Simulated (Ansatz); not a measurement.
```yaml
crystal:
  periodic: [false, false, false]
  atoms:
    - {symbol: B, position_ang: [-0.284510, -0.529919, 0.109099]}
    - {symbol: C, position_ang: [1.038742, -0.598897, 0.265922]}
    - {symbol: H, position_ang: [1.642045, -0.333333, 1.009930]}
    - {symbol: H, position_ang: [1.841372, 0.394375, -0.484831]}
    - {symbol: H, position_ang: [1.726645, -1.414661, -0.460333]}
    - {symbol: C, position_ang: [-1.045002, 0.887889, -0.046644]}
    - {symbol: H, position_ang: [-1.111232, 1.012868, -0.954774]}
    - {symbol: H, position_ang: [-0.446297, 1.610882, 0.497339]}
    - {symbol: H, position_ang: [-2.139691, 0.697666, 0.250017]}
    - {symbol: Br, position_ang: [-1.322359, -2.035963, -0.104959]}
basis:
  gaussian: {orbitals: cc-pVDZ, final_grid: {core_spheres: 20, valence_spheres: 16, degree: 47}}
hamiltonian: {xc: {name: wPBEh}}
output: {forces: true}
```

```sh
$ ansatz run in.yaml --threads 4 --pin off --events-out ev --progress --plain --max-ram 3916MiB
```

Output, abridged:

```
Functional definition: wPBEh
968 factors; integrals over basis functions are off by at most 9.9e-4 eV
83 factors; integrals over basis functions are off by at most 3.8e-7 eV
mean field evaluation 1: about -72867.4666 eV, gradient 6.6e1 eV
mean field evaluation 2: about -72854.5783 eV, gradient 8.9e1 eV
mean field evaluation 4: about -72878.6800 eV, gradient 6.1e0 eV
mean field evaluation 8: about -72878.9072 eV, gradient 3.7e-1 eV
mean field evaluation 16: about -72878.9076 eV, gradient 4.5e-5 eV
mean field -72878.90764441 eV, -2678.2504568343 hartree, gradient 4.4e-5 eV, S^2 0.000000; 0 other end points of the search recorded, 0 dependent functions left out
reference -72878.90767699 eV, -2678.2504580316 hartree; 29, 29 occupied and 70, 70 virtual orbitals, 968 factors
Total energy: -72878.90767699 eV, -2678.2504580316 hartree
Atom 0 at    -0.284510    -0.529919     0.109099 Å, force    -8.580539     3.349443    -1.359669 eV/Å
Atom 1 at     1.038742    -0.598897     0.265922 Å, force    12.586239    -1.249029    -7.494714 eV/Å
Atom 2 at     1.642045    -0.333333     1.009930 Å, force     2.406453     0.702209     4.314368 eV/Å
Atom 3 at     1.841372     0.394375    -0.484831 Å, force    -2.919581    -1.833048     1.724149 eV/Å
Atom 4 at     1.726645    -1.414661    -0.460333 Å, force    -2.330915     1.388070     2.696688 eV/Å
Atom 5 at    -1.045002     0.887889    -0.046644 Å, force    -0.685025    -4.014896    10.522273 eV/Å
Atom 6 at    -1.111232     1.012868    -0.954774 Å, force    -0.292769     2.018053   -10.540178 eV/Å
Atom 7 at    -0.446297     1.610882     0.497339 Å, force    -0.365438     0.750165     0.096460 eV/Å
Atom 8 at    -2.139691     0.697666     0.250017 Å, force     1.396044     0.862872     0.246260 eV/Å
Atom 9 at    -1.322359    -2.035963    -0.104959 Å, force    -1.214469    -1.973839    -0.205637 eV/Å
Dipole moment:     0.299078     0.173859     0.017570 e Å
```

Run time 2.6 s (4 threads of Arm Neoverse V2 on a shared host).
